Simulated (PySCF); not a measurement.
Rb, doublet (core potentials on Rb); HF/def2-SV(P) run with PySCF.

Here is a job for PySCF.
```python
from pyscf import gto, scf

mol = gto.Mole()
mol.atom = '''
    Rb    0.00000000    0.00000000    0.00000000
'''
mol.basis = 'def2-sv(p)'
mol.ecp = {'Rb': 'def2-sv(p)'}
mol.spin = 1
mol.verbose = 3
mol.build()

mf = scf.UHF(mol)
mf.kernel()
mf.analyze()
```

Output, abridged:

```
converged SCF energy = -23.8023740173885  <S^2> = 0.75030073  2S+1 = 2.0003007
**** MO energy ****
                             alpha | beta                alpha | beta
MO #1   energy= -1.57906957636461  | -1.57565261115733  occ= 1 | 1
MO #2   energy= -0.809937040650197 | -0.808346568567602 occ= 1 | 1
MO #3   energy= -0.809937040650197 | -0.808346568567601 occ= 1 | 1
MO #4   energy= -0.809937040650194 | -0.808346568567599 occ= 1 | 1
MO #5   energy= -0.140276404989536 | 0.0100048516630327 occ= 1 | 0
MO #6   energy= 0.0191792973482155 | 0.0448232101315489 occ= 0 | 0
MO #7   energy= 0.019179297348216  | 0.0448232101315501 occ= 0 | 0
MO #8   energy= 0.0191792973482165 | 0.0448232101315511 occ= 0 | 0
MO #9   energy= 0.0570725904911316 | 0.0835099199360642 occ= 0 | 0
MO #10  energy= 0.0717952656643862 | 0.0835099199360658 occ= 0 | 0
MO #11  energy= 0.0717952656643871 | 0.0835099199360664 occ= 0 | 0
MO #12  energy= 0.0717952656643881 | 0.0835099199360665 occ= 0 | 0
MO #13  energy= 0.0717952656643883 | 0.0835099199360667 occ= 0 | 0

Dipole moment(X, Y, Z, Debye): -0.00000,  0.00000,  0.00000
```
